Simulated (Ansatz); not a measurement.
O2S, charge +1, doublet, geometry from GFN2-xTB (a state made from the parent by changing its charge; the spin is typed, not shown lowest); PBE/def2-TZVPD in Ansatz (a quantum-chemistry and plane-wave program).

Input for Ansatz:
Ansatz 0.2 input:
```yaml
crystal:
  periodic: [false, false, false]
  atoms:
    - {symbol: S, position_ang: [0.01164702, -0.00345740, 0.31572720]}
    - {symbol: O, position_ang: [-0.03156227, 1.26296905, -0.30120014]}
    - {symbol: O, position_ang: [0.00826823, -1.25605426, -0.33025426]}
basis:
  gaussian:
    orbitals: def2-TZVPD
hamiltonian:
  xc: pbe
total_charge: 1
magnetization: {spin_polarized: true, initial_magnetization: 1}
```

**Question.** Write the output that Ansatz gives for this input, abridged.

**Answer.** 
```
Functional definition: PBE
661 factors; their error is unknown
mean field evaluation 1: about -14888.1436 eV, gradient 8.4e1 eV
mean field evaluation 2: about -14760.7769 eV, gradient 1.9e2 eV
mean field evaluation 4: about -14910.2387 eV, gradient 1.2e1 eV
mean field evaluation 8: about -14910.7957 eV, gradient 8.6e-2 eV
mean field evaluation 16: about -14910.7957 eV, gradient 6.9e-6 eV
mean field -14910.79573502 eV, -547.9616363617 hartree, gradient 6.8e-6 eV, S^2 0.752796; 3 other end points of the search recorded, 0 dependent functions left out
reference -14910.79576729 eV, -547.9616375477 hartree; 16, 15 occupied and 110, 111 virtual orbitals, 661 factors
Total energy: -14910.79576729 eV, -547.9616375477 hartree
```
